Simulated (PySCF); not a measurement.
**Diatomics with 48 electrons**

r²SCAN in PySCF with def2-TZVPPD on every atom, for the lowest determinant that a PBE0 search found; no spin–orbit coupling. All have 48 electrons, 10 of them in the valence shells, and the same state, a singlet (closed shell). For ions De leads to the atom and ion picked by measured ionisation energies and electron affinities.

```json
{"species": "ZnCl⁻", "difference of nuclear charges": "13", "Re (Å)": "2.456", "ωe (cm⁻¹)": "194", "k (mdyn/Å)": "0.501", "De (eV)": "0.83", "dissociates to": "Zn + Cl⁻"}
{"species": "GeP⁻", "difference of nuclear charges": "17", "Re (Å)": "2.069", "ωe (cm⁻¹)": "550", "k (mdyn/Å)": "3.89", "De (eV)": "5.06", "dissociates to": "Ge⁻ + P"}
{"species": "SiAs⁻", "difference of nuclear charges": "19", "Re (Å)": "2.103", "ωe (cm⁻¹)": "554", "k (mdyn/Å)": "3.69", "De (eV)": "4.90", "dissociates to": "Si⁻ + As"}
{"species": "GaCl", "difference of nuclear charges": "14", "Re (Å)": "2.209", "ωe (cm⁻¹)": "369", "k (mdyn/Å)": "1.86", "De (eV)": "4.94", "dissociates to": "Ga + Cl"}
{"species": "SiSe", "difference of nuclear charges": "20", "Re (Å)": "2.068", "ωe (cm⁻¹)": "583", "k (mdyn/Å)": "4.15", "De (eV)": "5.66", "dissociates to": "Si + Se"}
{"species": "AlBr", "difference of nuclear charges": "22", "Re (Å)": "2.317", "ωe (cm⁻¹)": "371", "k (mdyn/Å)": "1.63", "De (eV)": "4.68", "dissociates to": "Al + Br"}
{"species": "GeCl⁺", "difference of nuclear charges": "15", "Re (Å)": "2.061", "ωe (cm⁻¹)": "508", "k (mdyn/Å)": "3.61", "De (eV)": "4.88", "dissociates to": "Ge⁺ + Cl"}
{"species": "SiBr⁺", "difference of nuclear charges": "21", "Re (Å)": "2.115", "ωe (cm⁻¹)": "525", "k (mdyn/Å)": "3.36", "De (eV)": "4.91", "dissociates to": "Si⁺ + Br"}
```

(1) Which member of the whole set has the stiffest bond, and how does it compare with the softest?

For an ion De counts to the pair picked by the measured ionisation energies or electron affinities, which need not be the lowest pair at this level. The highest Kohn–Sham level is positive in some of these anions. Much of that is self-interaction error, but it also means that the finite basis helps to hold the extra electron.

## Answers

(1) SiSe with k = 4.15 mdyn/Å, 8.3 times that of ZnCl⁻.
